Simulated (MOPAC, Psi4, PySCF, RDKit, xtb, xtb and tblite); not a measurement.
Two geometries of SMILES [Si](CCB)(C)(C)C (C5H15BSi), relaxed at GFN2-xTB with one dihedral held; other torsions can differ between them too.

Structure A

```
22

B      2.6378    -0.8335     0.4882
C      1.9840    -0.3226    -0.8370
C      0.9028     0.7725    -0.7369
Si     1.3294     2.3879    -1.6695
C      2.9358     3.1324    -0.9548
C      1.5749     2.0242    -3.5294
C     -0.0981     3.6363    -1.4583
H      3.3988    -1.7220     0.4373
H      2.4009    -0.3423     1.5229
H      2.8134     0.0270    -1.4628
H      1.5876    -1.1718    -1.4015
H     -0.0430     0.3795    -1.1126
H      0.7238     1.0088     0.3123
H      3.2120     4.0478    -1.4696
H      2.8240     3.3700     0.0987
H      3.7698     2.4426    -1.0444
H      1.8138     2.9302    -4.0783
H      2.3842     1.3200    -3.6979
H      0.6777     1.6018    -3.9722
H      0.1173     4.5689    -1.9705
H     -1.0281     3.2491    -1.8626
H     -0.2687     3.8701    -0.4121
```

Structure B

```
22

B      2.6706    -0.2494     0.6804
C      2.3092     0.1859    -0.7763
C      0.8232     0.3773    -1.1099
Si     0.2222     2.1651    -0.7903
C      0.5728     2.6346     1.0258
C      1.1419     3.3770    -1.9470
C     -1.6516     2.2732    -1.1390
H      1.8676    -0.7298     1.3818
H      3.7765    -0.1554     1.0536
H      2.8845     1.0435    -1.1284
H      2.6906    -0.6589    -1.3712
H      0.6545     0.1409    -2.1636
H      0.2291    -0.3354    -0.5392
H      0.3980     3.6903     1.2103
H     -0.0595     2.0736     1.7070
H      1.6044     2.4175     1.2887
H      0.7347     4.3804    -1.8656
H      2.1989     3.4367    -1.7049
H      1.0598     3.0757    -2.9872
H     -2.0263     3.2743    -0.9507
H     -1.8791     2.0284    -2.1718
H     -2.2132     1.5903    -0.5095
```

Q: Which is lower in energy at the level B3LYP-D3(BJ)/def2-SVP // GFN2-xTB (Psi4), and by how much?

A: B is lower, by 8.39 kJ/mol (dihedral B1–C2–C3–Si4: 120° in A, 90° in B).

E(B) − E(A) in kJ/mol at the other levels, on the same two geometries: GFN2-xTB (xtb and tblite) -7.52; B3LYP/def2-SVP // GFN2-xTB (Psi4) -6.39; PBE/def2-SVP // GFN2-xTB (Psi4) -6.91; PBE-D3(BJ)/def2-SVP // GFN2-xTB (Psi4) -8.03; UFF // GFN2-xTB (RDKit) -5.94; AM1, restricted, heats of formation // GFN2-xTB (MOPAC) -3.14; PM6, restricted, heats of formation // GFN2-xTB (MOPAC) -2.52; GFN1-xTB // GFN2-xTB (xtb) -3.29; restricted B3LYP/6-31G*, spherical d, density fitting // GFN2-xTB (PySCF) -5.50; restricted Hartree-Fock/6-31G*, spherical d, density fitting // GFN2-xTB (PySCF) -5.63; restricted Hartree-Fock/STO-3G // GFN2-xTB (PySCF) -6.46; restricted B3LYP/3-21G, density fitting // GFN2-xTB (PySCF) -6.87.
